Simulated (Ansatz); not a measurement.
Ag₄H₄⁺, relaxed as a doublet with UKS r2SCAN-D4/def2-SVP in Ansatz, starting from the GFN2-xTB geometry. Force threshold 0.02 eV/Å.

In the def2 sets Ag takes a core potential; there is no spin–orbit coupling. Another isomer (doublet) lies 0.24 eV lower at PBE0-D4/def2-TZVP; other spin states weren't run for this one.

Start:

Cartesian coordinates in Å:
```
Ag -1.673 -3.057 -2.785
Ag 0.030 2.462 2.063
Ag -0.073 -1.245 -1.068
Ag 1.399 0.563 0.718
H 1.886 1.779 1.742
H 1.378 -0.783 -0.342
H -1.364 2.014 1.551
H -1.582 -1.732 -1.879
```

Question: Estimate the energy that the relaxation releases and the steps that it takes.

Answer: 0.47 eV, in 19 steps; 2.6 min on 4 threads of Intel Xeon on a shared host. No frequencies were taken in this run, so the end may be a saddle point.

Question: Does the start keep its bonding and symmetry?

Answer: Bonds formed: Ag3–H7, Ag4–H7 (atoms count from 1).

Question: Predict the relaxed structure.

Answer: 
```
atom    x (Å)    y (Å)    z (Å)
 Ag1  -1.6003  -2.5050  -2.3947
 Ag2  -0.4232   2.0972   1.6578
 Ag3  -0.2014  -0.8352  -0.7322
 Ag4   1.5552   0.5711   0.7795
  H5   1.3907   1.9424   1.8846
  H6   1.5678  -0.7687  -0.3295
  H7  -0.4754   0.6732   0.4652
  H8  -1.8134  -1.1750  -1.3308
```
Bond lengths (bridged metal pairs left out): 9 × Ag–H 1.72 to 2.06 Å.
